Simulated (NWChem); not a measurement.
Everything below was run with NWChem. System: C$_{3}$H$_{7}$O, charge 0, spin multiplicity 2, at a geometry optimised with UB3LYP/def2-SVP. The structure started from a generated list of species. Its SCF solution wasn't tested for a lower state. Level: UB3LYP/def2-TZVP, VWN1-RPA local correlation.

The NWChem input:

```
start mol
memory heap 200 mb stack 900 mb global 1100 mb
geometry units angstroms nocenter noautoz noautosym
  C      1.307795    -0.656615     0.131323
  C      0.013354    -0.003581    -0.215118
  C     -1.297118    -0.636536     0.126607
  O      0.081000     1.369695    -0.157117
  H      1.525877    -0.606762     1.221357
  H      1.304066    -1.719768    -0.154795
  H      2.144019    -0.157294    -0.384057
  H     -2.133365    -0.165444    -0.422696
  H     -1.539333    -0.556111     1.210776
  H     -1.299357    -1.707592    -0.128196
  H     -0.794094     1.735798    -0.342329
end
basis spherical
  * library def2-tzvp
end
dft
  xc b3lyp
  odft
  mult 2
  semidirect memsize 60000000 filesize 0
  iterations 100
end
task dft energy
```

Part of the output:

```
             Northwest Computational Chemistry Package (NWChem) 7.3.0
             --------------------------------------------------------

                                NWChem Input Module
                                -------------------

 Scaling coordinates for geometry "geometry" by  1.889725989
 (inverse scale =  0.529177249)

                             Geometry "geometry" -> ""
                             -------------------------

 Output coordinates in angstroms (scale by  1.889725989 to convert to a.u.)

  No.       Tag          Charge          X              Y              Z
 ---- ---------------- ---------- -------------- -------------- --------------
    1 C                    6.0000     1.30779500    -0.65661500     0.13132300
    2 C                    6.0000     0.01335400    -0.00358100    -0.21511800
    3 C                    6.0000    -1.29711800    -0.63653600     0.12660700
    4 O                    8.0000     0.08100000     1.36969500    -0.15711700
    5 H                    1.0000     1.52587700    -0.60676200     1.22135700
    6 H                    1.0000     1.30406600    -1.71976800    -0.15479500
    7 H                    1.0000     2.14401900    -0.15729400    -0.38405700
    8 H                    1.0000    -2.13336500    -0.16544400    -0.42269600
    9 H                    1.0000    -1.53933300    -0.55611100     1.21077600
   10 H                    1.0000    -1.29935700    -1.70759200    -0.12819600
   11 H                    1.0000    -0.79409400     1.73579800    -0.34232900

 Effective nuclear repulsion energy (a.u.)     125.6483682397

            Nuclear Dipole moment (a.u.)
            ----------------------------
        X                 Y               Z
 ---------------- ---------------- ----------------
    -0.0000018897    -0.0000094486    -0.0000075589


 Summary of "ao basis" -> "" (spherical)
 ------------------------------------------------------------------------------
       Tag                 Description            Shells   Functions and Types
 ---------------- ------------------------------  ------  ---------------------
[...]
 overlap   0.903  0.901  0.992  0.990  0.999  0.987  0.956  0.904  0.785  0.760

   alpha     71     72     73     74     75     76     77     78     79     80
    beta     72     71     73     74     75     76     77     78     79     80
 overlap   0.808  0.965  0.998  0.999  0.947  0.947  0.998  0.999  0.999  0.999

   alpha     81     82     83     84     85     86     87     88     89     90
    beta     81     82     83     84     85     86     87     88     89     90
 overlap   0.994  0.995  0.998  0.997  0.997  0.996  0.998  0.998  1.000  0.908

   alpha     91     92     93     94     95     96     97     98     99    100
    beta     91     92     93     94     95     96     97     98     99    100
 overlap   0.908  0.997  0.998  0.998  0.999  0.999  0.998  0.999  0.998  0.996

   alpha    101    102    103    104    105    106    107    108    109    110
    beta    101    102    103    104    105    106    107    108    109    110
 overlap   0.997  0.993  0.901  0.903  0.981  0.977  0.994  0.998  0.998  0.998

   alpha    111    112    113    114    115    116    117    118    119    120
    beta    111    112    113    114    115    117    116    119    118    120
 overlap   0.999  0.996  0.715  0.713  0.921  0.855  0.935  0.767  0.795  0.936

   alpha    121    122    123    124    125    126    127    128    129    130
    beta    121    122    123    124    125    126    127    129    128    130
 overlap   0.939  0.982  0.974  0.833  0.833  0.986  0.982  0.802  0.801  0.996

   alpha    131    132    133    134    135    136    137    138    139    140
    beta    131    132    133    134    135    136    137    138    139    140
 overlap   0.994  0.991  0.993  0.998  0.994  0.994  0.997  0.997  0.994  0.995

   alpha    141    142    143    144    145    146    147    148    149    150
    beta    141    142    143    144    145    146    147    148    149    150
 overlap   0.999  0.999  0.999  0.999  0.990  0.990  1.000  1.000  1.000  1.000

   alpha    151    152    153    154    155    156    157    158    159    160
    beta    151    152    153    154    155    156    157    158    159    160
 overlap   1.000  1.000  1.000  1.000  1.000  1.000  1.000  1.000  0.994  0.994

   alpha    161    162    163    164    165    166
    beta    161    162    163    164    165    166
 overlap   1.000  1.000  1.000  1.000  1.000  1.000

     --------------------------
     Expectation value of S2:
     --------------------------
      <S2> =      0.7537 (Exact =     0.7500)

 center of mass
 --------------
 x =   0.02514017 y =   0.10065780 z =  -0.03172845

 moments of inertia (a.u.)
 ------------------
         194.152998170342           0.472522206521          -0.652065655872
           0.472522206521         227.180907108377          24.233118127850
          -0.652065655872          24.233118127850         387.043208832677

     Multipole analysis of the density
     ---------------------------------

     L   x y z        total         alpha         beta         nuclear
     -   - - -        -----         -----         ----         -------
     0   0 0 0     -0.000000    -17.000000    -16.000000     33.000000

     1   1 0 0     -0.538061     -0.274314     -0.263746     -0.000002
     1   0 1 0     -0.152550     -0.109472     -0.043069     -0.000009
     1   0 0 1      0.021787      0.238298     -0.216503     -0.000008

     2   2 0 0    -18.467274    -78.640555    -76.512875    136.686156
     2   1 1 0     -2.096144      0.308118      0.336376     -2.740638
     2   1 0 1      0.428680     -0.189665     -0.241608      0.859953
     2   0 2 0    -19.052260    -63.362645    -61.544959    105.855345
     2   0 1 1     -0.423448      7.223046      7.034368    -14.680863
     2   0 0 2    -20.376252    -19.110628    -15.964978     14.699354

 Task  times  cpu:      113.8s     wall:      113.8s

 Total times  cpu:      113.8s     wall:      113.8s
```
